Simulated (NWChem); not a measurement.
The numbers come from NWChem runs, not from measurements. System: hexafluoroethane (C2F6), charge 0, spin multiplicity 1, at a geometry optimised with PBE0/def2-SVP. Level: MP2/def2-SVP, 8 core orbitals frozen.

NWChem printed:

```
             Northwest Computational Chemistry Package (NWChem) 7.3.0
             --------------------------------------------------------

                                NWChem Input Module
                                -------------------

 Scaling coordinates for geometry "geometry" by  1.889725989
 (inverse scale =  0.529177249)

 Turning off AUTOSYM since
 SYMMETRY directive was detected!

                             Geometry "geometry" -> ""
                             -------------------------

 Output coordinates in angstroms (scale by  1.889725989 to convert to a.u.)

  No.       Tag          Charge          X              Y              Z
 ---- ---------------- ---------- -------------- -------------- --------------
    1 F                    9.0000    -1.20341200    -0.65142400     1.07875200
    2 C                    6.0000    -0.77081200    -0.01821400     0.00000000
    3 F                    9.0000    -1.24755700     1.21650600     0.00000000
    4 F                    9.0000    -1.20341200    -0.65142400    -1.07875200
    5 C                    6.0000     0.77081200     0.01821400     0.00000000
    6 F                    9.0000     1.20341200     0.65142400     1.07875200
    7 F                    9.0000     1.24755700    -1.21650600     0.00000000
    8 F                    9.0000     1.20341200     0.65142400    -1.07875200

 Effective nuclear repulsion energy (a.u.)     465.0082860310

            Nuclear Dipole moment (a.u.)
            ----------------------------
        X                 Y               Z
 ---------------- ---------------- ----------------
     0.0000000000     0.0000000000     0.0000000000

      Symmetry information
      --------------------

 Group name             C2h
 Group number             21
 Group order               4
 No. of unique centers     3

      Symmetry unique atoms

     1    2    3


 Summary of "ao basis" -> "" (spherical)
 ------------------------------------------------------------------------------
       Tag                 Description            Shells   Functions and Types
 ---------------- ------------------------------  ------  ---------------------
 *                          def2-svp                  on all atoms

 Summary of "ao basis" -> "ao basis" (spherical)
 ------------------------------------------------------------------------------
       Tag                 Description            Shells   Functions and Types
 ---------------- ------------------------------  ------  ---------------------
[...]
    2 C    6     5.18   1.99  0.91 -0.01  1.80  0.29  0.21
    3 F    9     9.27   1.99  1.13  0.80  3.34  2.00  0.01
    4 F    9     9.27   1.99  1.13  0.80  3.34  2.00  0.01
    5 C    6     5.18   1.99  0.91 -0.01  1.80  0.29  0.21
    6 F    9     9.27   1.99  1.13  0.80  3.34  2.00  0.01
    7 F    9     9.27   1.99  1.13  0.80  3.34  2.00  0.01
    8 F    9     9.27   1.99  1.13  0.80  3.34  2.00  0.01

       Multipole analysis of the density wrt the origin
       ------------------------------------------------

     L   x y z        total         open         nuclear
     -   - - -        -----         ----         -------
     0   0 0 0      0.000000      0.000000     66.000000

     1   1 0 0      0.000000      0.000000      0.000000
     1   0 1 0      0.000000      0.000000      0.000000
     1   0 0 1      0.000000      0.000000      0.000000

     2   2 0 0    -31.223979      0.000000    311.683215
     2   1 1 0      0.006598      0.000000      3.828599
     2   1 0 1      0.000000      0.000000      0.000000
     2   0 2 0    -31.500012      0.000000    149.694232
     2   0 1 1      0.000000      0.000000      0.000000
     2   0 0 2    -31.500137      0.000000    149.604067

                   NWChem MP2 Semi-direct Energy/Gradient Module
                   ---------------------------------------------

  Basis functions       =    112
  Molecular orbitals    =    112
  Frozen core           =      8
  Frozen virtuals       =      0
  Active alpha occupied =     25
  Active beta occupied  =     25
  Active alpha virtual  =     79
  Active beta virtual   =     79
  Use MO symmetry       = T
  Use skeleton AO sym   = T

  AO/Fock/Back tols     =   1.0D-09  1.0D-09  1.0D-09

 GA uses MA = F    GA memory limited = T

 Available:
  local mem=  1.26D+08
 global mem=  1.44D+08
 local disk=  0.00D+00
  mp2_memr nvloc                    79
  nvloc new                    79
   1 passes of  25:        3145728                      75952                  39653452.
   1 passes of  25: M    126147941           G      144154112           F     123002213.

 Semi-direct pass number   1 of   1  for RHF alpha+beta  at        0.9s
  vrange nnbf                  5902
  mp2_eaftype                   151  avail_ma_in_mb                  1099
 EAF : mp2_eaftype filesize         151   19826726.
  mp2_eaf for mointskh                    151
Node 0 wrote     93.3 Mb in      0.1 s     Agg I/O rate:  1534.1 Mb/s
 Done moints_semi at        2.8s
  mp2_eaftype                   151  avail_ma_in_mb                   948
 EAF : mp2_eaftype filesize         151   19826726.
  mp2_eaf for kh                   151
 Done maket at        3.1s
 Done multipass loop at        3.1s

          -------------------------------------------
          SCF energy                -671.842684882054
          Correlation energy          -1.350752032233
          Singlet pairs               -0.785359620153
          Triplet pairs               -0.565392412080
          Total MP2 energy          -673.193436914287
          -------------------------------------------

          ---------------------------------------------------
                    Spin Component Scaled (SCS) MP2
          Same spin pairs                     -0.376928274720
          Same spin scaling factor             0.333333333333
          Opposite spin pairs                 -0.973823757513
          Opposite spin scaling fact.          1.200000000000
          SCS-MP2 correlation energy          -1.294231267255
          Total SCS-MP2 energy              -673.136916149309
          ---------------------------------------------------

 -----------------------
 Performance information
 -----------------------

 Timer overhead =  9.60D-08 seconds/call

               Nr. of calls         CPU time (s)                 Wall time (s)                GFlops
             ---------------    -------------------     ------------------------------   -------------------
Name         Min   Avg   Max    Min     Avg     Max     Min     Avg     Max   Mx/calls   Min     Max     Sum
mp2: moin     1     1     1    2.0     2.0     2.0      2.0     2.0     2.0     2.0      0.0     0.0     0.0
mp2: make     1     1     1   0.27    0.27    0.27     0.27    0.27    0.27    0.27      0.0     0.0     0.0
mp2: tota     1     1     1    2.3     2.3     2.3      2.3     2.3     2.3     2.3      0.0     0.0     0.0

 The average no. of pstat calls per process was 3.00D+00
 with a timing overhead of 2.88D-07s

 Task  times  cpu:        3.1s     wall:        3.1s

 Total times  cpu:        3.1s     wall:        3.1s
```

Task: Write an NWChem input that would produce this output.

Result: This is not unique; one that fits is 
```
start mol
memory heap 200 mb stack 900 mb global 1100 mb
geometry units angstroms nocenter noautoz
  F     -1.203412    -0.651424     1.078752
  C     -0.770812    -0.018214     0.000000
  F     -1.247557     1.216506     0.000000
  F     -1.203412    -0.651424    -1.078752
  C      0.770812     0.018214     0.000000
  F      1.203412     0.651424     1.078752
  F      1.247557    -1.216506     0.000000
  F      1.203412     0.651424    -1.078752
  symmetry group C2h
end
basis spherical
  * library def2-svp
end
scf
  rhf
  nopen 0
  maxiter 100
  thresh 1e-7
  semidirect memsize 60000000 filesize 0
end
mp2
  freeze core 8
end
task mp2 energy
```
